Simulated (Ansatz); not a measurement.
`C=[N][GeH2][CH3]`, relaxed with RKS PBE0-D4/def2-TZVP in Ansatz 0.2.0 from a PBE-D4/def2-SVP geometry. The force threshold is 0.005 eV/Å; the program also tests the step.

The species carries charge 0 and has multiplicity 1.

Start:

```xyz
11

C     1.653   -0.077    1.547
N     1.333   -0.289    0.332
Ge   -0.091    0.667   -0.452
C    -1.399   -0.658   -1.061
H     1.162    0.664    2.233
H     2.489   -0.656    2.009
H    -0.711    1.663    0.585
H     0.514    1.442   -1.654
H    -0.905   -1.381   -1.738
H    -1.817   -1.210   -0.196
H    -2.228   -0.164   -1.604
```

(1) By how much does the energy fall, and how many steps does the optimiser take? (Best estimate.)

(2) Which bonds change most? (Estimate.)

(3) Give the relaxed structure. (Best estimate.)

## Answers

(1) Computed: 4.71 kJ/mol, in 6 steps, 1 of them rejected.

(2) Ansatz gave: C1–H5 from 1.124 to 1.103 Å; C1–H6 from 1.117 to 1.097 Å; N2–Ge3 from 1.886 to 1.866 Å; C4–H11 from 1.108 to 1.091 Å.

(3) The calculation gave: 
```xyz
11

C     1.636   -0.071    1.531
N     1.323   -0.297    0.335
Ge   -0.083    0.649   -0.447
C    -1.390   -0.655   -1.055
H     1.145    0.671    2.183
H     2.455   -0.633    1.997
H    -0.682    1.626    0.597
H     0.514    1.436   -1.626
H    -0.911   -1.365   -1.729
H    -1.800   -1.200   -0.204
H    -2.207   -0.161   -1.583
```
